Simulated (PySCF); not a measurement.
## N⁺: ionisation energy

N⁺ [He] 2s2 2p2 (3P) → N²⁺ [He] 2s2 2p1 (2P), as a difference of total energies. Computed with PySCF 2.14 in aug-cc-pVDZ (4s3p2d, 23 functions), with no relativity, point nucleus. Correlated levels: valence: 1s2 frozen. The calculations carry no spin-orbit coupling.

Order these methods by the ionisation energy they give, lowest first.
A. LDA
B. CCSD (valence)
C. SCS-MP2 (valence)
D. UHF

D (29.225 eV), B (29.295 eV), C (29.358 eV), A (30.087 eV).

Errors of the correlated levels include the incompleteness of this basis and the frozen core.

For comparison: 29.601 eV (semi-empirical (NIST evaluation); NIST Atomic Spectra Database, ionization energies).
